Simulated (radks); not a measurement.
Species: Fe II. Configuration: [Ar] 3d6.5 4s0.5 (fractional occupations, a model configuration). All-electron calculation, scalar-relativistic Kohn-Sham, BLYP, spin-polarised, spherical densities, point nucleus; open shells are filled with parallel spins first. Program: a radial shooting solver on a logarithmic mesh with Libxc functionals.

Normalised radial functions P(r) = r R(r), r in bohr:

```
   r/bohr * 3p up, o 3d up (the largest magnitude, 1.14, reaches the edge; | marks zero, & curves that meet)
 0.008502                             &
  0.01116                             o*
  0.01465                             o*
  0.01923                             o*
  0.02503                             o *
  0.03286                             o  *
  0.04313                             o    *
  0.05616                             o      *
  0.07372                             |o        *
  0.09676                             | o          *
    0.127                             |  o          *
   0.1654                             |    o        *
   0.2171                             |       o *
   0.2849                             | *        o
    0.371                    *        |               o
    0.487         *                   |                  o
   0.6392  *                          |                     o
    0.839   *                         |                    o
    1.093         *                   |                  o
    1.434                 *           |              o
    1.882                        *    |          o
    2.451                           * |      o
    3.217                             *   o
    4.223                             * o
    5.543                             &
    7.217                             &
    9.473                             &
```

3p up: eigenvalue -66.985 eV, 1 radial node at r = 0.298 bohr, <r> = 0.861 bohr, 90 % of the charge inside 1.33 bohr. 3d up: eigenvalue -14.707 eV, 0 radial nodes, <r> = 1.14 bohr, 90 % of the charge inside 2.01 bohr.
